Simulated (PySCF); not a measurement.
## Circular dichroism: `C1[C@@H](C2(C#C)CC2)[C@@H]1[S-]`, [C8H9S]-, charge -1

Geometry:
```csv
atom,x (Å),y (Å),z (Å)
C1,1.703,1.948,-1.623
C2,1.200,1.058,-0.994
C3,0.568,0.014,-0.247
C4,-0.930,0.137,-0.226
C5,-1.625,0.838,0.912
C6,-1.819,-0.643,0.713
S7,-3.347,-1.325,0.156
C8,1.333,-0.523,0.937
C9,1.210,-1.354,-0.301
H10,2.130,2.729,-2.178
H11,-1.347,0.318,-1.213
H12,-1.014,1.180,1.741
H13,-2.447,1.498,0.671
H14,-1.315,-1.284,1.438
H15,0.772,-0.817,1.811
H16,2.293,-0.077,1.161
H17,0.539,-2.200,-0.279
H18,2.087,-1.492,-0.918
```

Total charge -1.

Method: PySCF, TDDFT LC-wPBE/def2-SVPD circular dichroism and optical rotation, one conformer, gas phase. Geometry: GFN2-xTB.

The molecule is flexible and this is one conformer; a measurement averages over conformers. For a gas-phase anion, states above the detachment energy (about 2.6 eV, taken as minus the energy of the highest occupied orbital) lie in the continuum and depend on the basis.

Problem. Assign R or S to each stereocentre.

Solution. C4 S, C6 R.

Problem. List the lowest 8 singlet excitations with oscillator and rotatory strengths.

Solution. Rotatory strengths R in 10⁻⁴⁰ esu² cm², velocity form and length form (origin at the centre of mass); f in length form.
| state | E (eV) | λ (nm) | f | R (velocity) | R (length) | main |
| --- | --- | --- | --- | --- | --- | --- |
| 1 | 4.66 | 266 | 0.002 | +7.6 | +7.3 | HOMO→LUMO+7 0.18, HOMO→LUMO+5 0.16 |
| 2 | 4.76 | 260 | 0.062 | -10.8 | -13.3 | HOMO→LUMO+7 0.41, HOMO→LUMO+6 0.18 |
| 3 | 4.85 | 255 | 0.002 | +1.5 | +1.3 | HOMO−1→LUMO+7 0.24, HOMO−1→LUMO+5 0.16 |
| 4 | 4.95 | 251 | 0.064 | +5.1 | +7.4 | HOMO−1→LUMO+7 0.36, HOMO−1→LUMO+6 0.17 |
| 5 | 5.05 | 245 | 0.040 | +20.3 | +22.8 | HOMO→LUMO 0.17, HOMO→LUMO+5 0.12 |
| 6 | 5.21 | 238 | 0.025 | +15.3 | +17.5 | HOMO→LUMO+2 0.36, HOMO→LUMO+9 0.13 |
| 7 | 5.33 | 233 | 0.025 | -19.3 | -19.7 | HOMO−1→LUMO+2 0.26, HOMO−1→LUMO+9 0.17 |
| 8 | 5.45 | 227 | 0.025 | -8.7 | -6.5 | HOMO−1→LUMO+2 0.19, HOMO−1→LUMO+9 0.14 |

Among the states computed, the strongest CD band (largest |R|) is state 5. The largest dissymmetry factor in size, g = 4R/(D+G), with D and G the electric and magnetic dipole strengths, is +0.035 for state 1 (velocity form, f = 0.002), among bands with |R| over 0.5. The mirror image has the same energies and oscillator strengths and all R with the opposite sign.
